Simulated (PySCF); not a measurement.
# A barrier at the coupled-cluster level

Start structure (CH5FZn, singlet), relaxed at PBE0-D4/def2-TZVP:

```tsv
atom	x (Å)	y (Å)	z (Å)
Zn1	-0.0058	0.1338	0.6249
H2	0.6185	-0.5647	1.8759
C3	-0.8015	1.0457	-0.8826
H4	1.3577	-1.8419	1.2614
F5	1.6958	-2.4975	0.6821
H6	-1.3710	1.9197	-0.5581
H7	-0.0292	1.3803	-1.5792
H8	-1.4775	0.3780	-1.4220
```

The step: CH₄Zn ([CH3][ZnH]) + HF → CH₃FZn ([CH3][Zn][F]) + H₂; bonds formed: Zn1–F5, H2–H4; bonds broken: Zn1–H2, H4–F5. PySCF 2.14 with density fitting (its default auxiliary sets; JK sets also for MP2 and CCSD(T)); basis: def2-TZVPP and def2-QZVPP; cores frozen in the correlated methods. The 3s and 3p shells of Cu and Zn are frozen; filled d shells are correlated. Extrapolation: Hartree–Fock as exp(−7.88 √X), correlation as X^−2.97. Energies below are by CCSD(T) at an estimated basis limit (MP2 extrapolated from triple and quadruple zeta, plus CCSD(T) − MP2 in triple zeta).

Problem. What are the electronic barrier and the energy of the step, from the start structure to the end structure? (Judge from chemistry; the value comes from the calculation.)

Solution. By the calculation: Barrier 12.72 kcal/mol; step energy -13.95 kcal/mol (downhill); reverse barrier, their difference, 26.67 kcal/mol. Barrier and step energy count from the start structure, the reverse barrier from the end structure.

The saddle point: One imaginary mode of 905i cm⁻¹.
```csv
pair,start (Å),saddle (Å),end (Å)
Zn1–F5,3.13,2.03,1.76
H2–H4,1.60,0.99,0.75
Zn1–H2,1.56,1.78,3.20
H4–F5,0.94,1.22,2.58
```

Zero-point energy (harmonic, PBE0-D4): ZPE is 33.50 kcal/mol at the start and 31.47 kcal/mol at the saddle, so the barrier goes from 12.72 to 10.69 kcal/mol.

The T1 diagnostic stays at or below 0.016.

Labels in which every atom is bracketed show which atoms are joined, not bond orders.

For scale, one of the runs: CCSD(T)/def2-TZVPP, 196 basis functions, launched by `OMP_NUM_THREADS=4 python run.py`. Time: 16 min of wall clock on 4 CPU threads of an Intel Xeon; the host was shared. Peak host memory: 2.6 GiB.
